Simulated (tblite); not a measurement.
C5H5OS (doublet state).
Bonds: O1–C2, C2–C3, C3–C4 (aromatic), C4–C5 (aromatic), C5–C6 (aromatic), C6–S7 (aromatic), C3–S7 (aromatic). Hydrogens: H8, H9 on C2; H10 on C4; H11 on C5; H12 on C6.

Structure optimised with GFN2-xTB, isolated species. This method treats the open shell by occupation alone, without spin polarisation.

(1) List the bond lengths, angles and torsions at this level.

Results:

(1) 
| bond | length (bohr) | order |
| --- | --- | --- |
| O1–C2 | 2.465 | single |
| C2–C3 | 2.819 | single |
| C3–C4 | 2.587 | aromatic |
| C4–C5 | 2.655 | aromatic |
| C5–C6 | 2.578 | aromatic |
| C6–S7 | 3.239 | aromatic |
| C3–S7 | 3.290 | aromatic |
| C2–H8, C2–H9 | 2.123 | single |
| C4–H10 | 2.031 | single |
| C5–H11 | 2.032 | single |
| C6–H12 | 2.026 | single |

Bonds in one row agree within 0.02 bohr and their mean is given. Orders are formal, as drawn. A selection of angles:
| angle | degrees |
| --- | --- |
| O1–C2–C3 | 118.0 |
| O1–C2–H8 | 110.9 |
| C3–C2–H8 | 108.0 |
| H8–C2–H9 | 99.3 |
| C2–C3–C4 | 128.0 |
| C2–C3–S7 | 121.0 |
| C4–C3–S7 | 111.0 |
| C3–C4–C5 | 113.0 |
| C3–C4–H10 | 121.9 |
| C5–C4–H10 | 125.0 |
| C4–C5–C6 | 112.6 |
| C4–C5–H11 | 123.9 |
| C6–C5–H11 | 123.5 |
| C5–C6–S7 | 112.4 |
| C5–C6–H12 | 128.3 |
| S7–C6–H12 | 119.3 |
| C3–S7–C6 | 91.0 |

Torsions: O1–C2–C3–C4 0° (synperiplanar).

C4 (carbon bonded to 2 C and H) is planar (angles 125.0°, 121.9° and 113.0°, sum 360.0°, 0.00 Å off the plane of its three neighbours). S7 (sulfur bonded to 2 C) is bent (angle 91.0°). C3 (carbon bonded to 2 C and S) is planar (angles 128.0°, 121.0° and 111.0°, sum 360.0°, 0.00 Å off the plane of its three neighbours). The 7 heavy atoms lie in one plane (0.002 Å rms). The C–S distances run from 1.714 Å (C6–S7, aromatic) to 1.741 Å (C3–S7, aromatic), a spread of 0.027 Å. The 4 C–C bonds span 1.364 Å (C5–C6, aromatic) to 1.492 Å (C2–C3, drawn single), a spread of 0.128 Å. C5 (carbon bonded to 2 C and H) is planar (angles 123.9°, 123.5° and 112.6°, sum 360.0°, 0.00 Å off the plane of its three neighbours).

Point group: Cs (tolerance 0.08 Å). Its GFN2-xTB frequencies are all real (lowest 86 cm⁻¹).

The run took 0.39 s wall on an Arm Neoverse V1 with one thread, on a shared host. This is the geometry optimisation.

One conformer stands for the species.

The numbers are calculated, not measured.
